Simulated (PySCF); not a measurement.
C3H7O, SMILES [CH2]C(C)O, multiplicity 2. Atoms are numbered in the order given.

```xyz
11

C      1.2826    -0.6730     0.0843
C      0.0662     0.0750    -0.3355
C     -1.2209    -0.7028    -0.0860
O      0.0205     1.3598     0.2493
H      2.2182    -0.1239     0.2190
H      1.3094    -1.7656     0.0848
H      0.1332     0.2764    -1.4252
H     -2.0876    -0.1089    -0.4086
H     -1.3351    -0.9286     0.9871
H     -1.2251    -1.6579    -0.6332
H      0.0563     1.2350     1.2048
```
Charge 0, spin multiplicity 2.

Geometry: PBE0-D3(BJ)/def2-SVP. The isomer is the one that the SMILES or the coordinates give; other isomers of the formula were not compared. Other conformers were not sampled.

All values below come from PySCF with PBE/def2-TZVP.

ESP charges are fitted to the potential on shells at 1.4 to 2.0 van der Waals radii. Atomic charges (e):

```tsv
atom	meta-Löwdin	Mulliken	Löwdin	ESP fit	Mulliken spin
C1	-0.29	-0.33	-0.17	-0.70	1.04
C2	0.12	0.13	-0.46	0.69	-0.05
C3	-0.36	-0.36	-0.30	-0.75	0.00
O4	-0.52	-0.40	0.01	-0.68	0.01
H5	0.13	0.14	0.12	0.21	-0.04
H6	0.12	0.12	0.11	0.23	-0.04
H7	0.12	0.09	0.16	0.04	0.05
H8	0.12	0.13	0.13	0.18	0.00
H9	0.11	0.10	0.12	0.19	0.01
H10	0.12	0.11	0.13	0.18	0.00
H11	0.33	0.28	0.17	0.41	0.01
```

**Question.** Give the Mayer and Wiberg (Löwdin basis) orders of the bonds. (Estimate from the structure and the level; the computed values follow.)

**Answer.** 
```tsv
bond	Mayer	Wiberg
C1–C2	1.06	1.41
C2–C3	0.99	1.25
C2–O4	1.02	1.56
C1–H5	0.96	0.93
C1–H6	0.95	0.93
C2–H7	0.91	0.79
C3–H8	0.97	0.90
C3–H9	0.96	0.90
C3–H10	0.95	0.90
O4–H11	0.90	1.01
```
